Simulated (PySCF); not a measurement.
Gas-phase thermal properties of C2F5

Method: PySCF energies plus ideal-gas RRHO corrections (1 bar). 6-31G* has spherical d functions here. Open shells (unrestricted): C2F5 (multiplicity 2). B3LYP is the form with VWN-RPA correlation. C2F5: computed as isolated molecules; such fragments, hydroxides, amides, oligomers or adducts are transient or little studied in the gas. The harmonic model lacks anharmonicity and excited electronic states, which grow with temperature; levels with a mode under 35 cm⁻¹ are left out. Internal rotation in C2F5 is treated as a harmonic vibration of one conformer, which makes the entropy rough.

```json
[
 {"level": "B3LYP/6-31G*", "point group": "Cs", "σ": "1", "ZPE (kJ/mol)": "64.4", "S°298 (J/mol/K)": "343.6", "Cp298 (J/mol/K)": "93.2", "S°1000 (J/mol/K)": "491.2", "H1000 − H298 (kJ/mol)": "89.2"},
 {"level": "HF/6-31G*", "point group": "Cs", "σ": "1", "ZPE (kJ/mol)": "72.1", "S°298 (J/mol/K)": "336.4", "Cp298 (J/mol/K)": "87.8", "S°1000 (J/mol/K)": "478.1", "H1000 − H298 (kJ/mol)": "86.0"},
 {"level": "PBE/def2-SVP", "point group": "Cs", "σ": "1", "ZPE (kJ/mol)": "62.7", "S°298 (J/mol/K)": "344.2", "Cp298 (J/mol/K)": "94.3", "S°1000 (J/mol/K)": "493.2", "H1000 − H298 (kJ/mol)": "90.0"},
 {"level": "PBE0/def2-TZVP", "point group": "Cs", "σ": "1", "ZPE (kJ/mol)": "65.2", "S°298 (J/mol/K)": "340.3", "Cp298 (J/mol/K)": "92.2", "S°1000 (J/mol/K)": "487.3", "H1000 − H298 (kJ/mol)": "88.9"}
]
```
σ: rotational symmetry number. Electronic degeneracy used: 2. Frequencies are unscaled.
